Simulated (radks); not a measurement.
Question: The mean radii <r> (bohr) of the occupied orbitals of an atom or ion are listed with their occupations. Calculated with a radial shooting solver on a logarithmic mesh with Libxc functionals: scalar-relativistic Kohn-Sham, LB94 model potential, spin-polarised, spherical densities, finite nucleus; Fermi nuclear charge, rms radius of each element as measured or else 0.836 A^(1/3) + 0.57 fm.

orbital  occ.     <r>
1s up       1  0.4139
1s down     1  0.4197
2s up       1   2.268

Name the element and its charge. Open shells, if any, are filled with parallel spins first.

Answer: Z = 4, beryllium, charge +1: Be+ in [He] 2s1. The 1s radius gives Z: for a bare nucleus <r> = (2 gamma + 1)/(2Z) with gamma = sqrt(1 - (Z/c)^2), 0.3749 bohr for Z = 4, and screening makes it slightly larger (0.4139 here). The occupations add up to 3, and the charge is Z minus that.
